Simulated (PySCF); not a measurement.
A PySCF script (with the pyscf-properties extension) for the NMR shieldings of `[SiH3]SC1=CCCCCC1`, C7H14SSi, on a PBE0-D3(BJ)/def2-SVP geometry:

```python
import basis_set_exchange as bse
import numpy as np
from pyscf import gto, dft
from pyscf.prop import nmr

atoms = """
Si    3.801652    0.315435    0.301581
S     2.380726    0.988354   -1.155560
C     0.911849    0.256727   -0.421731
C     0.070703    1.049836    0.258004
C    -1.240555    0.597490    0.835406
C    -2.236379    0.046229   -0.189240
C    -1.910778   -1.344853   -0.722693
C    -0.606755   -1.484489   -1.500535
C     0.661225   -1.206164   -0.690250
H     3.742467   -1.170276    0.457941
H     5.148073    0.713631   -0.204765
H     3.553732    0.943864    1.633814
H     0.349485    2.100559    0.385287
H    -1.059723   -0.175492    1.606828
H    -1.701165    1.445603    1.363572
H    -3.232473    0.007893    0.282302
H    -2.320013    0.758593   -1.028250
H    -1.891064   -2.053223    0.126547
H    -2.741793   -1.676139   -1.367655
H    -0.618920   -0.823605   -2.384379
H    -0.547870   -2.515270   -1.887387
H     1.530186   -1.620538   -1.220013
H     0.597371   -1.745536    0.273675
"""
names = dict.fromkeys(["Si", "S", "C", "H"], "pcSseg-1")
basis = {el: gto.basis.parse(bse.get_basis(n, elements=[el], fmt="nwchem")) for el, n in names.items()}
mol = gto.M(atom=atoms, basis=basis, charge=0, verbose=0)
mf = dft.RKS(mol, xc="PBE0")
mf.grids.level = 2
mf.grids.alignment = dft.numint.BLKSIZE   # the property module wants whole blocks of grid points
mf.conv_tol = 1e-9
mf.kernel()

calc = nmr.RKS(mf)   # GIAO
C = mf.mo_coeff
Co = C[:, mf.mo_occ > 0]
resp = mf.gen_response(singlet=True, hermi=2)
def vind(x):   # induced exchange potential for any number of trial vectors
    d = np.einsum("pi,xij,qj->xpq", C, 2 * x.reshape(-1, C.shape[1], Co.shape[1]), Co, optimize=True)
    return np.einsum("xpq,pi,qj->xij", resp(d - d.transpose(0, 2, 1)), C, Co, optimize=True).ravel()
mo1, _ = nmr.rhf.solve_mo1(calc, with_cphf=vind)
sigma = calc.kernel(mo1)
for i, s in enumerate(sigma):   # ppm
    w = np.linalg.eigvalsh((s + s.T) / 2)
    print("%2d %-2s iso %8.1f  s11 %8.1f  s22 %8.1f  s33 %8.1f" % (i, mol.atom_pure_symbol(i), w.mean(), *w))
```

Q: Give the expected output.

A: 
```
 0 Si iso    401.4  s11    342.2  s22    398.9  s33    463.3
 1 S  iso    561.8  s11    314.2  s22    507.4  s33    863.7
 2 C  iso     38.7  s11    -77.4  s22     66.7  s33    126.7
 3 C  iso     31.5  s11    -86.5  s22     50.6  s33    130.3
 4 C  iso    152.1  s11    138.7  s22    154.7  s33    163.1
 5 C  iso    156.3  s11    150.1  s22    155.3  s33    163.5
 6 C  iso    148.5  s11    144.2  s22    147.8  s33    153.6
 7 C  iso    156.7  s11    149.1  s22    156.7  s33    164.5
 8 C  iso    142.8  s11    126.1  s22    143.3  s33    159.0
 9 H  iso     26.6  s11     22.8  s22     25.9  s33     31.1
10 H  iso     26.7  s11     23.3  s22     24.1  s33     32.8
11 H  iso     26.8  s11     23.2  s22     25.2  s33     32.1
12 H  iso     24.5  s11     21.1  s22     23.1  s33     29.3
13 H  iso     29.2  s11     26.2  s22     28.0  s33     33.3
14 H  iso     29.2  s11     23.9  s22     28.1  s33     35.5
15 H  iso     29.8  s11     24.3  s22     28.2  s33     36.9
16 H  iso     30.1  s11     26.9  s22     28.3  s33     35.2
17 H  iso     29.9  s11     26.2  s22     28.6  s33     34.8
18 H  iso     29.3  s11     23.9  s22     27.9  s33     36.1
19 H  iso     30.0  s11     25.9  s22     29.5  s33     34.5
20 H  iso     29.8  s11     24.2  s22     28.6  s33     36.5
21 H  iso     28.9  s11     23.0  s22     30.1  s33     33.7
22 H  iso     28.7  s11     25.9  s22     28.6  s33     31.7
```

These numbers come from an equivalent density-fitted implementation of the same equations, which agrees with the script to about 0.01 ppm for H and up to a few tenths of a ppm for heavy atoms, so last digits may differ.

Q: Turn these shieldings into chemical shifts. References, each an isolated molecule treated in the same way: 29Si (σref 351.99) and 13C (σref 184.41) and 1H (σref 31.27) vs TMS; CS2 for 33S (σref 495.66).

A: Averaging equivalent atoms: Si 0: -49.4; S 1: -66; C 3: 152.9; C 2: 145.7; C 8: 41.6; C 6: 35.9; C 4: 32.3; C 5: 28.1; C 7: 27.7; H 12: 6.80; H 9/10/11: 4.55; H 21/22: 2.43; H 13/14: 2.09; H 17/18: 1.67; H 19/20: 1.39; H 15/16: 1.30 ppm. 

Size and cost of the density-fitted run: 237 basis functions, 2.2 min wall time on 1 thread of an Arm Neoverse N1, shared host; peak memory 1.3 GiB.
